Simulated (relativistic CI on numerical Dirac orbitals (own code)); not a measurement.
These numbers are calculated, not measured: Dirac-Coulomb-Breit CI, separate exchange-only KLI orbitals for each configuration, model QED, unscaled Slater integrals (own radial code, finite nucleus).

CI space (outside the closed core [Ar] 3d10): 4s2 4p6 4d5, 4s2 4p6 4d4 5s, 4s2 4p6 4d4 4f, 4s2 4p5 4d6, 4s2 4p6 4d4 5p, 4s2 4p6 4d4 5d, 4s2 4p6 4d4 6s, 4s 4p6 4d6, 4s2 4p6 4d4 6p, 4s2 4p5 4d5 4f, 4s2 4p6 4d4 5f, 4s2 4p6 4d3 5s 5p, 4s2 4p6 4d4 6d, 4s2 4p6 4d4 5g, 4s2 4p6 4d4 7p, 4s2 4p6 4d4 6f, 4s2 4p6 4d3 4f 5s, 4s2 4p5 4d5 5s, 4s 4p6 4d5 4f, 4s2 4p5 4d5 6s, 4s2 4p6 4d3 5s2, 4s2 4p6 4d2 4f 5s2, 4s2 4p6 4d2 5s2 5p, 4s2 4p6 4d2 5s2 5d, 4s2 4p6 4d2 5s2 6s, 4p6 4d7, 4p5 4d8. Double excitations out of closed p, d and f shells are left out; levels of such configurations are missing from the list, as are those of other unlisted configurations, and high levels can miss mixing partners. These lack a partner that the ground configuration has and come out too high: 4s2 4p5 4d5 4f, 4s2 4p5 4d5 5s, 4s2 4p5 4d5 6s.

At this charge configurations can still be misplaced by up to about 7 % of their energy. Terms inside the open d or f shell come out 10 to 20 % too wide with unscaled integrals. 21 of the 69 excited levels that our extract of the measured tables holds in this range could be paired (the sources list more); they are missed by 11466 cm⁻¹ on average and 19705 at most, and levels without a partner can miss by more. Some levels of the ground configuration have no partner and can miss by 10 % or more.

Outline of the computed level scheme of Ag VII. Lowest level of each configuration: 4s2 4p6 4d5 6S_5/2 at 0.0000 eV; 4s2 4p6 4d4 5s 6D_1/2 at 32.4651 eV.

LS names give the leading component of a level, which can be under half, so a name can repeat, a term be missing and a line seem to break the LS rules.
